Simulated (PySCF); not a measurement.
# Structure elucidation problem

Molecular formula: CH₄B₃NO₃. Simulated spectra:

¹H NMR (400 MHz, computed): δ 8.29 (m, 1H), 8.10 (m, 1H), 4.58 (br, 2H).

¹³C{¹H} NMR (computed): δ 160.8.

- PBE0/pcSseg-1 with gauge-including orbitals
- structure optimised with PBE0-D3(BJ)/def2-SVP
- spin–spin couplings from B3LYP/pcJ-1 (spin–dipole term only in couplings to heteroatoms)
- program: PySCF 2.14.0 with density-fitted response routines
- one conformer, equivalent nuclei averaged, no solvent model, non-relativistic

Scale: ¹H (σref 31.27), ¹³C (σref 184.41) against TMS (reference shieldings calculated alike).

Q: What is the structure?

A: 
- Carbon types of the structure: 1 × CH2, leaving 2 H on heteroatoms.
- δC 160.8: C=N carbon.
- δH 8.29, 8.10: hydrogen on a C=N carbon.
- δH 4.58: hydrogen on a boron bonded to 2 O, in a 6-membered ring.

The compound is `B1(N=C)OBOBO1`.

The data come from this structure; uniqueness wasn't tested.

Hydrogens on boron are broadened and split by ¹¹B (spin 3/2, 80 %) and 10B (spin 3). Splittings below 1 Hz are ignored in the labels, and close J values are merged. Shifts are as computed. Against solution values, carbons near 30 ppm lie about +2 ppm off and those near 130 ppm about +5 ppm. Of 1313 compounds with measured shifts, 239 miss one by over three times the rms of a fit or turn the order of signals round; such compounds aren't used in these exercises.
